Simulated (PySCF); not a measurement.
A structure optimised at PBE-D3(BJ)/def2-SVP, used in a PySCF frequency run:

```
Ge
O 1 1.8110
H 2 0.9748 1 110.93
H 1 1.5622 2 108.45 3 -46.78
C 1 2.0052 4 117.01 2 123.14
H 5 1.1139 1 113.98 4 -6.28
H 5 1.1149 6 108.19 1 122.63
N 5 1.4680 6 113.56 7 128.68
H 8 1.0233 5 117.95 6 -60.52
Si 8 1.7577 9 128.62 5 169.16
H 10 1.5124 8 114.58 9 62.44
H 10 1.5145 11 106.10 8 130.79
```
Charge 0, spin multiplicity 1.

Question: Write its SMILES and formula.

Answer: [OH][Ge@@H]1[CH2]N[SiH2]1, CH7GeNOSi

Question: What are its rotational constants (standard atomic weights)?

Answer: 4.5618, 1.9441, 1.6288 GHz
